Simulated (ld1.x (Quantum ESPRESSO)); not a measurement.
# Which change was made? (Bi, ultrasoft)

- Element: bismuth (Bi)
- Generator: ld1.x (Quantum ESPRESSO) 7.5
- Type: ultrasoft
- Functional: PBE
- Relativity: scalar-relativistic
- Frozen core: [Xe] 4f14
- Valence charge: 15
- Reference configuration: 5d10 6s2 6p2.5 (charge +0.5)
- Partial waves: 6s (bound): rcut 1.60, rcutus 2.15 bohr; 6s channel at -0.75 Ry: rcut 1.60, rcutus 2.15 bohr; 6p (bound): rcut 2.50, rcutus 3.00 bohr; 6p channel at 0.65 Ry: rcut 2.50, rcutus 3.00 bohr; 5d (bound): rcut 1.50, rcutus 1.60 bohr; 5d channel at -0.3 Ry: rcut 1.50, rcutus 1.60 bohr; 5f channel at 0.35 Ry: rcut 1.70, rcutus 2.35 bohr; 5f channel at 1.05 Ry: rcut 1.70, rcutus 2.35 bohr
- Local potential: all-electron potential smoothed inside 2.70 bohr (lloc = -1)
- Core correction: none
- Augmentation charge: built from norm-conserving waves at rcut, not smoothed further

Cutoffs, loose and tight: the cutoffs (Ry, on a coarse ladder) from which the occupation-weighted sum of valence levels, in a spherical-Bessel basis at the reference potential, stays within 10 and 1 mRy of its value at 400 Ry. They do not see the model core or the augmentation charge, which bear on the density cutoff. Test errors are all-electron minus pseudo excitation energies from the reference, over the configurations 5d10 6s2 6p3; 5d10 6s2 6p2; 5d10 6s2 6p1; 5d10 6s2 6p0; 5d10 6s1 6p3; 5d10 6s0 6p5; 5d9 6s2 6p3; variants that change the core or the reference have their own tests.

The base gives: outcome: generated; bound ghosts: not determined; largest test error (meV): -379.

After one change the result is: outcome: generated; bound ghosts: not determined; largest test error (meV): -286. Which change was it?
A. all radii scaled by about 1.39 (s 2.98, p 4.16, d 2.22, f 3.26 bohr, rcut 2.22/3.46/2.08/2.36); local potential all-electron potential smoothed inside 3.74 bohr (lloc = -1)
B. waves 6s (bound): rcut 1.60, rcutus 2.80 bohr; 6s channel at -0.75 Ry: rcut 1.60, rcutus 2.80 bohr
C. type PAW; waves now 6s (bound): rcut 1.60, rcutus 2.15 bohr; 6s channel at -0.75 Ry: rcut 1.60, rcutus 2.15 bohr; 6p (bound): rcut 2.50, rcutus 3.00 bohr; 6p channel at 0.65 Ry: rcut 2.50, rcutus 3.00 bohr; 5d (bound): rcut 1.50, rcutus 1.60 bohr; 5d channel at -0.3 Ry: rcut 1.50, rcutus 1.60 bohr; 5f channel at 0.35 Ry: rcut 1.70, rcutus 2.35 bohr; local potential all-electron potential smoothed inside 1.40 bohr (lloc = -1); core correction a·sin(br)/r model core, default radius (ld1.x builds one for every PAW set, though the input has nlcc=.false.); augmentation PSQ, inside the norm-conserving radii

B. The others give: all radii scaled by about 1.39 (s 2.98, p 4.16, d 2.22, f 3.26 bohr, rcut 2.22/3.46/2.08/2.36); local potential all-electron potential smoothed inside 3.74 bohr (lloc = -1) → outcome: generated, overlap not positive; bound ghosts: not determined (overlap not positive); largest test error (meV): test run stopped at test 4 of 7 (negative rho), 3 before it not solved | type PAW; waves now 6s (bound): rcut 1.60, rcutus 2.15 bohr; 6s channel at -0.75 Ry: rcut 1.60, rcutus 2.15 bohr; 6p (bound): rcut 2.50, rcutus 3.00 bohr; 6p channel at 0.65 Ry: rcut 2.50, rcutus 3.00 bohr; 5d (bound): rcut 1.50, rcutus 1.60 bohr; 5d channel at -0.3 Ry: rcut 1.50, rcutus 1.60 bohr; 5f channel at 0.35 Ry: rcut 1.70, rcutus 2.35 bohr; local potential all-electron potential smoothed inside 1.40 bohr (lloc = -1); core correction a·sin(br)/r model core, default radius (ld1.x builds one for every PAW set, though the input has nlcc=.false.); augmentation PSQ, inside the norm-conserving radii → outcome: generated; cutoff, loose: 55 Ry; cutoff, tight: 80 Ry; bound ghosts: s, p; largest test error (meV): +80. A file whose overlap is not positive is unfit for use, and its test errors describe a broken file.
